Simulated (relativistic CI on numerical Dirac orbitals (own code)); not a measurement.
# What each ingredient does to the levels of Pm45+

Base calculation: Dirac-Coulomb-Breit CI, separate exchange-only KLI orbitals for each configuration, model QED, unscaled Slater integrals.

Configuration list (outside the closed core [Ne]): 3s²3p⁴, 3s3p⁵, 3s²3p³3d, 3p⁶, 3s3p⁴3d, 3p⁵3d, 3s3p³3d², 3s²3p²3d4p, 3p⁵4s, 3s3p³3d4s, 3p⁵4p, 3s²3p³4s, 3s²3p³4p, 3p⁴3d4p, 3s²3p³4d, 3s3p⁴4s, 3s²3p³4f, 3s3p⁴4p, 3s3p⁴4d, 3s3p⁴4f, 3s²3p³5s, 3s²3p³5p, 3s²3p²4s4p, 3s²3p³5d, 3s²3p³5f, 3s²3p³5g, 3s3p³4s², 3s3p⁴5s, 3s²3p²3d², 3s²3p3d³, 3s3p²3d³, 3s²3p3d²4s, 3s²3p3d²4p, 3s²3p3d²4d, 3p⁴3d², 3p³3d³, 3p³3d²4s, 3p³3d²4p, 3p³3d²4d, 3s²3p²3d4s, 3s3p²3d²4s, 3s²3p3d4s², 3s²3p3d4s4p, 3s²3p3d4s4d, 3p⁴3d4s, 3p³3d4s², 3p³3d4s4p, 3p³3d4s4d, 3s²3p²4s², 3s3p²3d4s², 3s²3p4s²4p, 3s²3p4s²4d, 3s²3p²4p², 3s²3p3d4p², 3s3p²3d4p², 3s²3p4s4p², 3s²3p4p³, 3s²3p4p²4d, 3s3p³4s4p, 3s3p²3d4s4p, 3s3p²4s²4p, 3s3p²4s4p², 3s3p²4s4p4d. Double excitations out of closed p, d and f shells are left out; levels of such configurations are missing from the list, as are those of other unlisted configurations, and high levels can miss mixing partners. These lack a partner that the ground configuration has and come out too high: 3s²3p³4f, 3s3p⁴4p, 3s3p⁴4d, 3s3p⁴4f, 3s²3p³5s.

Variants: (1) valence Slater integrals scaled by 0.9; (2) QED terms removed; (3) non-relativistic limit. Shifts of the energy above 3s²3p⁴ ³P2, in eV, for the lowest level and the first level of each name with at least 55 % of one term (blank where a level changes its place among those of its configuration and J or its character, or is not in the variant):

| Level | Base | Δ(1) | Δ(2) | Δ(3) |
| --- | --- | --- | --- | --- |
| 3s²3p⁴ ³P2 | 0.000 | 0.000 | 0.000 | 0.000 |
| 3s²3p⁴ ¹S0 | 15.436 | -1.374 | +0.003 |  |
| 3s²3p⁴ ³P1 | 136.538 | +0.501 | -0.201 | -136.538 |
| 3s²3p⁴ ¹D2 | 144.517 | -0.304 | -0.199 | -132.751 |
| 3s²3p³3d ³P°0 | 189.287 | +0.227 | +0.342 |  |
| 3s3p⁵ ³P°2 | 275.573 | +1.903 | +1.620 | -159.413 |
| 3s²3p⁴ ³P0 | 286.973 | -0.264 | -0.377 |  |
| 3s²3p³3d ³G°5 | 358.002 | +0.203 | +0.049 | -173.902 |
| 3s3p⁵ ³P°0 | 416.515 | +2.028 | +1.261 | -300.355 |
| 3s3p⁴3d ⁵F5 | 477.195 | +2.928 | +2.193 | -196.383 |

At this charge energies of transitions that change n are usually good to better than 1 %, and those within a shell (Δn = 0) to a few per cent.

Ionisation energy from the two ground configurations alone: base 3717.8 eV. The NIST ASD value (theoretical) is 3718 eV.

LS names give the leading component of a level, which can be under half, so a name can repeat, a term be missing and a line seem to break the LS rules.
